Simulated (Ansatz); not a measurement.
GeH5NOSi (`[NH2][Ge][O][SiH3]`) at its PBE0-D4/def2-TZVP geometry, where that method's forces vanish. Total charge 0; spin multiplicity 1.

```csv
atom,x (Å),y (Å),z (Å)
N1,1.816,1.610,-0.056
Ge2,1.274,0.200,0.942
O3,-0.194,-0.111,-0.059
Si4,-1.420,-1.190,-0.028
H5,2.649,2.143,0.136
H6,1.306,1.936,-0.864
H7,-2.718,-0.477,0.111
H8,-1.439,-1.972,-1.293
H9,-1.276,-2.139,1.113
```

For each bond, give half the difference of the two atoms' forces along it (eV/Å; positive pushes the atoms apart) under PBE-D4, r2SCAN-D4, B3LYP-D4, ωB97M-V in def2-TZVPP. (Best estimate.)

Computed: 
```json
{"bond": "N1–Ge2", "length (Å)": "1.811", "PBE-D4": "0.30", "r2SCAN-D4": "0.05", "B3LYP-D4": "0.26", "ωB97M-V": "0.00"}
{"bond": "N1–H5", "length (Å)": "1.007", "PBE-D4": "0.15", "r2SCAN-D4": "0.01", "B3LYP-D4": "-0.07", "ωB97M-V": "-0.02"}
{"bond": "N1–H6", "length (Å)": "1.009", "PBE-D4": "0.15", "r2SCAN-D4": "0.01", "B3LYP-D4": "-0.06", "ωB97M-V": "-0.03"}
{"bond": "Ge2–O3", "length (Å)": "1.804", "PBE-D4": "0.36", "r2SCAN-D4": "0.04", "B3LYP-D4": "0.25", "ωB97M-V": "0.05"}
{"bond": "O3–Si4", "length (Å)": "1.634", "PBE-D4": "0.26", "r2SCAN-D4": "0.08", "B3LYP-D4": "0.04", "ωB97M-V": "0.13"}
{"bond": "Si4–H7", "length (Å)": "1.487", "PBE-D4": "0.03", "r2SCAN-D4": "-0.03", "B3LYP-D4": "-0.09", "ωB97M-V": "-0.14"}
{"bond": "Si4–H8", "length (Å)": "1.487", "PBE-D4": "0.03", "r2SCAN-D4": "-0.03", "B3LYP-D4": "-0.09", "ωB97M-V": "-0.14"}
{"bond": "Si4–H9", "length (Å)": "1.491", "PBE-D4": "0.00", "r2SCAN-D4": "-0.05", "B3LYP-D4": "-0.06", "ωB97M-V": "-0.10"}
```

B3LYP here is the variant with VWN-RPA as its local correlation; programs differ in this.
